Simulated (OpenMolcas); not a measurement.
## What dynamic correlation does to the levels of Ru3+

```
Program             : OpenMolcas
Basis               : ANO-RCC-VTZP [7s6p4d2f1g]
Scalar Hamiltonian  : DKH2, point nucleus
Active space        : 11 electrons in 8 orbitals (RAS1 4p, at most 2 holes; RAS2 4d)
State averaging     : 2S+1 = 6 even, 1 root; 2S+1 = 4 even, 24 roots; 2S+1 = 2 even, 70 roots
Spin-orbit coupling : RASSI with atomic mean-field integrals over the reference wave functions, term energies averaged over their components
```

Methods on the same reference wave functions:
A. RASSCF
B. SS-RASPT2, IPEA 0.25 Eh, imaginary shift 0.1 Eh (closed shells correlated: 4s)
C. MS-RASPT2, IPEA 0.25 Eh, imaginary shift 0.1 Eh (closed shells correlated: 4s)

Energies in cm⁻¹ above 4d⁵ ⁶S_5/2.

```json
{"Level": "4d⁵ ⁶S_5/2", "A": "0.0", "B": "0.0", "C": "0.0"}
{"Level": "4d⁵ ⁴G_5/2", "A": "27861", "B": "23830", "C": "23830"}
{"Level": "4d⁵ ⁴G_7/2", "A": "28139", "B": "24060", "C": "24060"}
{"Level": "4d⁵ ⁴G_11/2", "A": "28229", "B": "24140", "C": "24140"}
{"Level": "4d⁵ ⁴G_9/2", "A": "28294", "B": "24200", "C": "24200"}
{"Level": "4d⁵ ⁴P_5/2 [57 %]", "A": "28745", "B": "26430", "C": "26430"}
{"Level": "4d⁵ ⁴P_3/2 [60 %]", "A": "29111", "B": "26880", "C": "26880"}
{"Level": "4d⁵ ⁴P_1/2 [72 %]", "A": "29511", "B": "27590", "C": "27590"}
{"Level": "4d⁵ ⁴D_7/2", "A": "33114", "B": "28790", "C": "28790"}
{"Level": "4d⁵ ⁴D_1/2 [73 %]", "A": "33614", "B": "29620", "C": "29620"}
{"Level": "4d⁵ ⁴D_5/2 [60 %]", "A": "33836", "B": "30170", "C": "30170"}
{"Level": "4d⁵ ⁴D_3/2 [60 %]", "A": "33857", "B": "30190", "C": "30190"}
{"Level": "4d⁵ ²I_11/2", "A": "41093", "B": "35130", "C": "35130"}
{"Level": "4d⁵ ²I_13/2", "A": "41696", "B": "35640", "C": "35640"}
{"Level": "4d⁵ ²D_3/2(1) [50 %]", "A": "41929", "B": "38310", "C": "38310"}
{"Level": "4d⁵ ⁴F_9/2", "A": "44090", "B": "39130", "C": "39130"}
{"Level": "4d⁵ ⁴F_5/2", "A": "44402", "B": "39780", "C": "39770"}
{"Level": "4d⁵ ⁴F_3/2 [50 %]", "A": "45370", "B": "41230", "C": "41230"}
{"Level": "4d⁵ ²H_9/2 [53 %]", "A": "47472", "B": "42290", "C": "42290"}
{"Level": "4d⁵ ²H_11/2", "A": "49043", "B": "44200", "C": "44200"}
{"Level": "4d⁵ ²G_7/2(1)", "A": "49687", "B": "43550", "C": "43560"}
{"Level": "4d⁵ ²F_5/2(2)", "A": "52443", "B": "46110", "C": "46090"}
{"Level": "4d⁵ ²F_7/2(2)", "A": "52596", "B": "46130", "C": "46150"}
{"Level": "4d⁵ ²S_1/2", "A": "56627", "B": "50140", "C": "50140"}
```

Between B and C the level of the table that moves most is 4d⁵ ²F_5/2(2), by 24 cm-1 (lowest in C, highest in B). Moves below CASPT2's spread within the term are not significant.

From A to B the spin-free energies of the other terms of 4d⁵ shown, above ⁶S, scale by factors of 0.85 to 0.95, as is usual when dynamic correlation screens the repulsion within a d or f shell.

The lowest spin-free term lies below A's lowest term by 0.342 hartree in B, 0.342 hartree in C.

CASPT2 breaks the degeneracy within a term, and the mean is taken; among the terms shown or strongly mixed into the levels shown the widest spread is 990 cm-1 (4d⁵ ²F(2), C). Active for correlation alone: 4p; no level in the range computed is led by a configuration that opens it, so any true level of that kind is missing. Without dynamic correlation excited terms often stand tens of per cent too high (terms of higher spin than the ground term too low), and those without a measured partner can miss by more than the paired ones (holds for A). The CASPT2 spread within a term exceeds the gap to the next term for 4d⁵ ²D(1) and 4d⁵ ⁴F, 4d⁵ ²G(1) and 4d⁵ ²H, so the order of their levels is uncertain, and so are names and mixing where such terms share a J (holds for B; C). Levels of configurations outside the active space are missing. Levels that lie high or do not pair safely by name in every column are left out.

A share in square brackets marks a mixed level and gives the weight of the term that names it, the lowest over the columns. A number in round brackets counts repeated terms of one configuration in the order of the reference energies.
